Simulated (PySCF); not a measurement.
# One molecule, several mistakes: BGeH7NSi

All numbers below are calculated, not measured. The program is PySCF 2.14.0, an open-source quantum chemistry code, run on an isolated molecule that a program drew, which may never have been made. The molecule is BGeH7NSi (charge 0, doublet), drawn as the SMILES string `B[N]([SiH2])[GeH3]`.

Each row is a Hartree-Fock (HF) and frozen-core CCSD(T) single point in the cc-pV(D+d)Z basis, meant for a local HF minimum. Run 1 is clean. Each other run has one planted mistake out of seven kinds, and not every kind appears here: one electron removed, one electron added, multiplicity raised by two, geometry at a saddle point, minimal basis STO-3G, one bond length entered in bohr, all coordinates scaled. The reference is restricted for singlets and unrestricted otherwise, and also for a bond in bohr. Adding or removing an electron swaps singlet and doublet. Electrons count all cores. HOMO and LUMO are orbital energies over both spins, the gradient is its largest component, and the lowest frequency (negative if imaginary) is given only where the gradient is small. Bond lengths are over the 10 bonds as drawn. T1 is the CCSD diagnostic: over 0.02 (restricted) or 0.045 (unrestricted) a single reference is doubtful. Germanium has the cc-pVDZ-PP basis, with a core potential (ECP10MDF) in place of its 10 inner electrons, and its 3s, 3p and 3d shells are frozen in CCSD(T).

Geometry of the clean run:
```xyz
11
BGeH7NSi, angstrom
B    -1.5015   -0.6898   -3.2564
N    -0.4320   -0.9160   -2.3587
Si   -0.6292   -2.1117   -1.0866
Ge    1.1613    0.0647   -2.5085
H    -1.4106    0.1238   -4.1379
H    -2.5217   -1.3215   -3.1405
H     0.7094   -2.3898   -0.5052
H    -1.2197   -3.3635   -1.6160
H     0.9046    1.2331   -3.4523
H     2.2625   -0.8490   -3.0493
H     1.5479    0.5607   -1.1136
```

```
run,electrons,basis functions,<S^2>,HOMO (eV),LUMO (eV),gradient (hartree/bohr),lowest frequency (cm^-1),mean bond (Å),longest bond (Å),T1,HF (hartree),CCSD(T) (hartree),mistake
1,65,109,0.753,-8.63,1.63,2.8e-06,54,1.5008,1.877,0.0154,-665.53145,-666.04396,no fault
2,65,109,3.773,-4.88,-1.34,1.1e-01,-,1.5008,1.877,0.0195,-665.32776,-665.80869,multiplicity raised by two
3,64,109,0.000,-16.46,-6.57,8.6e-02,-,1.5008,1.877,0.0192,-665.25080,-665.75975,one electron removed
4,65,109,0.753,-8.44,1.87,5.4e-02,-,1.4002,1.751,0.0138,-665.47768,-665.98007,all coordinates scaled
5,66,109,0.000,-0.33,7.59,7.7e-02,-,1.5008,1.877,0.0208,-665.50437,-666.05555,?
6,65,109,1.600,-8.70,1.17,6.2e-03,-,1.6369,2.891,0.0393,-665.42774,-665.92808,?
```

**Which mistake was planted in run 5, and what did it cost?**

It counts 66 electrons, one more than the clean run, at the same geometry and basis. So the mistake is: one electron added. Subtracting run 1 and multiplying by 627.51 kcal/mol a hartree, the energy moved by 17.0 kcal/mol in HF and -7.3 kcal/mol in CCSD(T).

**Which mistake was planted in run 6, and what did it cost?**

The mean bond changes by a factor of 1.091 and the longest by 1.540, so the molecule wasn't scaled as a whole. A length L in bohr read as angstrom grows by (1/0.5292 - 1) L = 0.890 L. The 10 bonds together grew by 10 x 0.1361 = 1.361 Å, which gives L = 1.530 Å. That is the length of one of the Ge-H bonds, 1.530 Å in the clean geometry. So the mistake is: one bond length entered in bohr. Subtracting run 1 and multiplying by 627.51 kcal/mol a hartree, the energy moved by 65.1 kcal/mol in HF and 72.7 kcal/mol in CCSD(T).

Cautions from the logs. Run 5: T1 is over the limit, so its CCSD(T) energy is less reliable.
